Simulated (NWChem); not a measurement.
SnHI, singlet; SMILES [SnH][I]

Low-valent species are run as closed-shell singlets; no triplet was tried in these runs. def2 effective core potentials on Sn, I; no spin-orbit coupling.

Task: Give the equilibrium geometry at PBE0/def2-SVP with def2 effective core potentials on Sn, I (NWChem) as a Z-matrix, with the point group.

Result: point group Cs; any orientation.
```
Sn
H 1 1.7850
I 1 2.7434 2 92.57
```
